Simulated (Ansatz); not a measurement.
One change: `C/C([SiH3])=C\F` becomes `CC(C)=CF`.

Ansatz, PBE0-D4/def2-TZVP geometries, multiplicity 1. 

```json
{"property": "HOMO–LUMO gap (PBE/def2-TZVPP) / eV", "`C/C([SiH3])=C\\F`": "5.28"}
{"property": "HOMO–LUMO gap (PBE0/def2-TZVPP) / eV", "`C/C([SiH3])=C\\F`": "7.47"}
{"property": "LUMO energy (PBE0/def2-TZVPP) / eV", "`C/C([SiH3])=C\\F`": "0.01"}
{"property": "HOMO–LUMO gap (B3LYP/def2-TZVPP) / eV", "`C/C([SiH3])=C\\F`": "7.03"}
{"property": "HOMO energy (ωB97M-V/def2-TZVPP) / eV", "`C/C([SiH3])=C\\F`": "-9.67"}
{"property": "HOMO energy (PBE0/def2-TZVPP) / eV", "`C/C([SiH3])=C\\F`": "-7.46"}
```

Q: What does the change do to each property? (Estimate.)

A: Computed: 
```tsv
property	`CC(C)=CF`	shift
HOMO–LUMO gap (PBE/def2-TZVPP) / eV	5.38	0.10
HOMO–LUMO gap (PBE0/def2-TZVPP) / eV	7.61	0.14
LUMO energy (PBE0/def2-TZVPP) / eV	0.73	0.72
HOMO–LUMO gap (B3LYP/def2-TZVPP) / eV	7.14	0.11
HOMO energy (ωB97M-V/def2-TZVPP) / eV	-9.12	0.55
HOMO energy (PBE0/def2-TZVPP) / eV	-6.88	0.58
```

With PBE0 the HOMO rises by 0.58 eV and the LUMO rises by 0.72 eV, so the gap widens by about 0.14 eV. PBE moves the HOMO by 0.60 eV and ωB97M-V by 0.55 eV.

B3LYP here is the variant with VWN-RPA as its local correlation; programs differ in this.
